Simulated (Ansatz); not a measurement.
Basis-set extrapolation for `C[SiH]([NH])O` radical (PBE0-D4/def2-TZVP geometry, frozen core, Ansatz 0.2.0). Multiplicity 2, UHF reference.

```
                      def2-TZVPP   def2-QZVPP
                 HF  -459.737353  -459.755174
    MP2 correlation    -0.710335    -0.764524
CCSD(T) correlation    -0.778745      not run
```

Energies in hartree. Use E(X) = E(∞) + A·exp(−7.88·√X) for Hartree–Fock and E(X) = E(∞) + B·X^(−2.97) for correlation, with X = 3 and 4, and add CCSD(T) minus MP2 of the smaller set to the MP2 limit.

Problem. What is the CCSD(T) energy at the basis-set limit?

Solution. HF limit: -459.755174 + (-0.017821) × 0.13774 = -459.75763. MP2 limit: -0.764524 + (-0.054189) × 0.74074 = -0.80466. Higher-order term: -0.778745 − (-0.710335) = -0.06841. Total: -460.63070 hartree, 300.9 kJ/mol below CCSD(T)/def2-TZVPP.
